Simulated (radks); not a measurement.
Results of a calculation; reference values are marked as such.
Species: Br16+. Configuration: [Ne] 3s1.5 3p6 3d1 4d0.5 (fractional occupations, a model configuration).

Level of theory: scalar-relativistic Kohn-Sham, exchange-only r2SCAN, spin-polarised, spherical densities, finite nucleus; open shells are filled with parallel spins first; meta-GGA in the generalised Kohn-Sham scheme; Fermi nuclear charge, rms radius 4.1629 fm (a radial shooting solver on a logarithmic mesh with Libxc functionals).

Energy parts (hartree):
part                   energy
total             -2467.67331
kinetic            2525.64153
electron-nucleus  -5543.88854
Hartree             623.04235
exchange            -72.46865

Orbitals (lengths in bohr, moments of r in powers of bohr):
\begin{tabular}{lrrr}
orbital & occ. & eigenvalue (hartree) & <r^4> \\ \hline
1s up & 1 & -511.9641 & 0.00001566 \\
1s down & 1 & -511.9425 & 0.00001566 \\
2s up & 1 & -85.42317 & 0.002994 \\
2s down & 1 & -85.29304 & 0.002980 \\
2p up & 3 & -77.84144 & 0.002165 \\
2p down & 3 & -77.73781 & 0.002153 \\
3s up & 1 & -26.84358 & 0.1145 \\
3s down & 0.5 & -26.61477 & 0.1158 \\
3p up & 3 & -24.35794 & 0.1169 \\
3p down & 3 & -24.12201 & 0.1181 \\
3d up & 1 & -20.62229 & 0.09737 \\
3d down & 0 & -20.36387 & 0.09802 \\
4d up & 0.5 & -10.06025 & 2.273 \\
4d down & 0 & -9.71144 & 2.379 \\
\end{tabular}

The highest occupied level is 4d up at -273.75 eV. The configuration is held as typed, so some empty levels lie below it. The spin density at the nucleus is 214.2 e/bohr^3 (1s 2.2, 2s -3.5, 3s 215.5).
